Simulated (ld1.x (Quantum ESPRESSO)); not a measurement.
**Ge (Z = 32): one change to a PAW potential, before and after**

- Element: Ge
- Generator: ld1.x (Quantum ESPRESSO) 7.5
- Type: PAW
- Functional: LDA (PZ)
- Relativity: non-relativistic
- Frozen core: [Ar] 3d10
- Valence charge: 4
- Reference configuration: 4s2 4p2
- Partial waves: 4s (bound): rcut 1.65, rcutus 1.80 bohr; 4s channel at -0.15 Ry: rcut 1.65, rcutus 1.80 bohr; 4p (bound): rcut 1.55, rcutus 2.05 bohr; 4p channel at 1.05 Ry: rcut 1.55, rcutus 2.05 bohr; 4d channel at 0.2 Ry: rcut 1.75, rcutus 1.90 bohr; 4d channel at 2.95 Ry: rcut 1.75, rcutus 1.90 bohr
- Local potential: all-electron potential smoothed inside 1.35 bohr (lloc = -1)
- Core correction: a·sin(br)/r model core, default radius (ld1.x builds one for every PAW set, though the input has nlcc=.false.)
- Augmentation charge: PSQ, inside the norm-conserving radii

Change: all radii but the core radius scaled by about 0.96 (s 1.72, p 1.96, d 1.82 bohr, rcut 1.58/1.48/1.68); local potential all-electron potential smoothed inside 1.28 bohr (lloc = -1).

Cutoffs: the cutoffs (Ry, on a coarse ladder) from which the occupation-weighted sum of valence levels, in a spherical-Bessel basis at the reference potential, stays within 10 and 1 mRy of its value at 400 Ry; they do not see the model core or the augmentation charge, which bear on the density cutoff. Errors are all-electron minus pseudo energies relative to the spin-unpolarised reference configuration.

Problem. How do hardness, ghosts and transferability respond?

Solution. The potential gets neither clearly harder nor softer (10 Ry and 15 Ry → 10 Ry and 15 Ry); both files keep a bound ghost (d); the number of tests that count goes from 9 to 8; of the 8 tests that both files solve, the error grows in 2 and shrinks in 2 by more than 15 % and 0.3 meV (median size 2.4 → 6.4 meV).

| quantity | base | changed |
| --- | --- | --- |
| cutoff, loose | 10 Ry | 10 Ry |
| cutoff, tight | 15 Ry | 15 Ry |
| loose cutoff by channel (10 mRy a level) | s 6 Ry, p 6 Ry | s 8 Ry, p 6 Ry |
| bound ghosts | d | d |
| tests counted (converged, no solver errors) | 9 of 9 | 8 of 9 |
| error for 4s2 4p1, meV [ΔE 7.66 eV] | -2.2 | -0.5 |
| error for 4s1 4p0, meV [ΔE 58.05 eV] | -227 | -153 |
| error for 4s1 4p3, meV [ΔE 7.66 eV] | -7.9 | -7.9 |
| error for 4s1 4p2, meV [ΔE 16.02 eV] | -26 | -24 |
| error for 4s2 4p1.5, meV [ΔE 2.90 eV] | -0.2 | +0.1 |
| error for 4s2 4p2.3, meV [ΔE -0.94 eV] | +0.1 | +0.1 |
| error for 4s2 4p2 (spin-polarised), meV [ΔE -0.56 eV] | +2.5 | +9.7 |
| error for 4s2 4p1 (spin-polarised), meV [ΔE 7.48 eV] | -0.4 | +4.9 |
| lowest overlap eigenvalue by channel | s 0.37, p 0.57, d 0.90 | s 0.39, p 0.56, d 0.90 |

Changed file: Tests not counted: 4s2 4p0 (solver errors, printed error -24.4 eV). A true bound ghost makes a file unfit for plane-wave use even where its test errors are small: the radial tests pick states by their node count and pass the ghost by. Where a test does run into it, the solver fails or the error is huge.
